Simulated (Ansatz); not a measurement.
Breaking a bond: Ga₂, triplet.

Methods: UKS-PBE = unrestricted PBE/cc-pVTZ run with Ansatz (an electronic-structure program); UKS-B3LYP = unrestricted B3LYP/cc-pVTZ (Ansatz); FCI = full CI/cc-pVTZ, cores with 3d frozen (Ansatz).

Energies relative to the lowest point of each curve near equilibrium, in kJ/mol; the last columns give the error against full CI:

```json
[
 {"R / Å": "2.54", "UKS-PBE": "5.7", "UKS-B3LYP": "7.7", "FCI": "8.7", "UKS-PBE − FCI": "-3.0", "UKS-B3LYP − FCI": "-1.0"},
 {"R / Å": "2.62", "UKS-PBE": "2.2", "UKS-B3LYP": "2.6", "FCI": "2.8", "UKS-PBE − FCI": "-0.6", "UKS-B3LYP − FCI": "-0.3"},
 {"R / Å": "2.70", "UKS-PBE": "0.2", "UKS-B3LYP": "0.3", "FCI": "0.3", "UKS-PBE − FCI": "-0.1", "UKS-B3LYP − FCI": "0.0"},
 {"R / Å": "2.74", "UKS-PBE": "0.0", "UKS-B3LYP": "0.0", "FCI": "0.0", "UKS-PBE − FCI": "0.0", "UKS-B3LYP − FCI": "0.0"},
 {"R / Å": "2.92", "UKS-PBE": "4.2", "UKS-B3LYP": "3.8", "FCI": "4.6", "UKS-PBE − FCI": "-0.4", "UKS-B3LYP − FCI": "-0.8"},
 {"R / Å": "3.00", "UKS-PBE": "7.9", "UKS-B3LYP": "7.4", "FCI": "8.8", "UKS-PBE − FCI": "-0.9", "UKS-B3LYP − FCI": "-1.4"},
 {"R / Å": "3.07", "UKS-PBE": "11.7", "UKS-B3LYP": "11.2", "FCI": "13.2", "UKS-PBE − FCI": "-1.5", "UKS-B3LYP − FCI": "-2.0"},
 {"R / Å": "3.38", "UKS-PBE": "32.2", "UKS-B3LYP": "31.8", "FCI": "36.1", "UKS-PBE − FCI": "-3.8", "UKS-B3LYP − FCI": "-4.3"},
 {"R / Å": "3.71", "UKS-PBE": "55.5", "UKS-B3LYP": "55.5", "FCI": "60.4", "UKS-PBE − FCI": "-4.9", "UKS-B3LYP − FCI": "-4.9"},
 {"R / Å": "4.05", "UKS-PBE": "77.4", "UKS-B3LYP": "78.2", "FCI": "81.1", "UKS-PBE − FCI": "-3.7", "UKS-B3LYP − FCI": "-2.9"},
 {"R / Å": "4.50", "UKS-PBE": "101.4", "UKS-B3LYP": "103.2", "FCI": "99.7", "UKS-PBE − FCI": "1.7", "UKS-B3LYP − FCI": "3.5"},
 {"R / Å": "4.91", "UKS-PBE": "118.2", "UKS-B3LYP": "115.7", "FCI": "109.8", "UKS-PBE − FCI": "8.4", "UKS-B3LYP − FCI": "5.9"},
 {"R / Å": "5.28", "UKS-PBE": "129.9", "UKS-B3LYP": "121.2", "FCI": "115.3", "UKS-PBE − FCI": "14.6", "UKS-B3LYP − FCI": "6.0"},
 {"R / Å": "5.90", "UKS-PBE": "143.5", "UKS-B3LYP": "125.4", "FCI": "120.0", "UKS-PBE − FCI": "23.5", "UKS-B3LYP − FCI": "5.4"},
 {"R / Å": "6.64", "UKS-PBE": "149.7", "UKS-B3LYP": "127.2", "FCI": "122.4", "UKS-PBE − FCI": "27.4", "UKS-B3LYP − FCI": "4.8"},
 {"R / Å": "7.36", "UKS-PBE": "151.5", "UKS-B3LYP": "127.8", "FCI": "123.3", "UKS-PBE − FCI": "28.2", "UKS-B3LYP − FCI": "4.5"},
 {"R / Å": "7.96", "UKS-PBE": "152.1", "UKS-B3LYP": "128.0", "FCI": "123.7", "UKS-PBE − FCI": "28.4", "UKS-B3LYP − FCI": "4.3"}
]
```

UKS-PBE is furthest from FCI at 7.96 (28.4 kJ/mol, above); its mean absolute error over the points is 8.9 kJ/mol.

UKS-B3LYP is furthest from FCI at 5.28 (6.0 kJ/mol, above); its mean absolute error over the points is 3.1 kJ/mol.

The scan ran from 2.17 to 7.96 Å; beyond the distances shown full CI changes its symmetry label.
